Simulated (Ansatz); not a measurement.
Ideal-gas functions of C₂H₃F₃Te (`C[Te]C(F)(F)F`) at 600 K and 1 bar, from an Ansatz frequency run at PBE0-D4/def2-TZVP.

Molar mass 211.64 g/mol, point group Cs (symmetry number 1), electronic degeneracy 1, moments of inertia 153.498, 363.429, 426.279 u Å². Harmonic wavenumbers (cm⁻¹, unscaled): 41, 109, 124, 251, 258, 285, 527, 536, 549, 743, 855, 856, 1119, 1157, 1173, 1265, 1450, 1462, 3083, 3185, 3200.

Use S(trans) = R[1.5 ln M + 2.5 ln T − 1.1517]; rotational temperatures θ = 24.2544 K / I; S(rot) = R[ln(√π/σ · √(T³/θAθBθC)) + 1.5]; for each mode x = 1.438777 ν̃/T, S = R[x/(eˣ − 1) − ln(1 − e⁻ˣ)] and H = RT x/(eˣ − 1); 1 cm⁻¹ = 0.0119627 kJ/mol; R = 8.31446 J/(mol·K).

Q: By hand: the entropy, in J/(mol·K).

A: Translation 190.2. Rotation: θ = 0.158, 0.0667, 0.0569 K, giving 127.9. Vibration, mode by mode: 27.60, 19.49, 18.43, 12.66, 12.44, 11.64, 6.90, 6.78, 6.60, 4.53, 3.66, 3.66, 2.22, 2.07, 2.01, 1.69, 1.18, 1.16, 0.04, 0.03, 0.03, in all 144.8. Electronic 0.0. Sum 462.9 J/(mol·K).

Q: By hand: H − E and G − E in kJ/mol, counted from the electronic energy.

A: Zero-point energy ½ × 22228 × 0.0119627 = 133.0; thermal vibration 41.0; translation, rotation and pV give 4 RT = 20.0. H − E = 194.0 kJ/mol, and G − E = 194.0 − 600 × 462.9/1000 = -83.7 kJ/mol.

Vibration gives 31 % of the entropy, 65.5 J/(mol·K) of it from the modes under 150 cm⁻¹: soft modes count most, and the harmonic formula is weakest for them.
